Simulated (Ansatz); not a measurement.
Ansatz (a first-principles code) input (HF/6-31G* with LANL2DZ past Ar): The .json file joins the Basis Set Exchange's 6-31G* for atoms up to Ar and LANL2DZ past it.

Ansatz 0.2 input:
```yaml
crystal:
  periodic: [false, false, false]
  atoms:
    - {symbol: Ca, position_ang: [-0.50209372, 0.66525967, -0.34939714]}
    - {symbol: Cl, position_ang: [1.94423765, 0.02388831, -1.37338912]}
    - {symbol: Cl, position_ang: [-1.35353916, -0.80654674, 1.78444459]}
basis:
  gaussian:
    orbitals: 6-31Gs+LANL2DZ.json
hamiltonian:
  xc: {name: HF}
total_charge: -1
magnetization: {spin_polarized: true, initial_magnetization: 1}
phonons: {temperatures: {t_min: 298.15, t_max: 298.15, t_step: 100}}
```

Q: Which harmonic wavenumbers does it give?

A: 83, 243, 290 cm⁻¹ (unscaled; negative means imaginary).
